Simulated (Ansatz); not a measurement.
CH$_{4}$Cl$_{2}$InN, SMILES `C[NH][In]([Cl])[Cl]` at its PBE0-D4/def2-TZVP geometry, where that method's forces vanish. Charge 0, multiplicity 1. In takes the def2 core potential.

```tsv
atom	x (Å)	y (Å)	z (Å)
C1	-0.175	-1.086	0.885
N2	-0.611	0.164	0.297
In3	0.404	1.194	-1.065
Cl4	2.637	0.713	-1.413
Cl5	-0.512	2.989	-2.189
H6	-0.440	-1.127	1.948
H7	0.911	-1.173	0.823
H8	-0.603	-1.970	0.396
H9	-1.610	0.296	0.318
```

Problem. For each bond, give half the difference of the two atoms' forces along it (eV/Å; positive pushes the atoms apart) under PBE-D4, r2SCAN-D4, B3LYP-D4, ωB97M-V in def2-TZVPP. (An estimate is asked.)

Solution. Computed: 
```csv
bond,length (Å),PBE-D4,r2SCAN-D4,B3LYP-D4,ωB97M-V
C1–N2,1.449,0.00,0.17,0.21,0.34
C1–H6,1.096,0.12,-0.03,-0.09,-0.14
C1–H7,1.092,0.09,-0.06,-0.10,-0.09
C1–H8,1.097,0.09,-0.05,-0.08,-0.11
N2–In3,1.987,0.11,0.03,0.08,-0.10
N2–H9,1.008,0.20,-0.02,-0.11,-0.10
In3–Cl4,2.311,0.14,0.03,0.17,-0.02
In3–Cl5,2.307,0.12,0.03,0.15,-0.01
```

B3LYP here is the variant with VWN-RPA as its local correlation; programs differ in this.
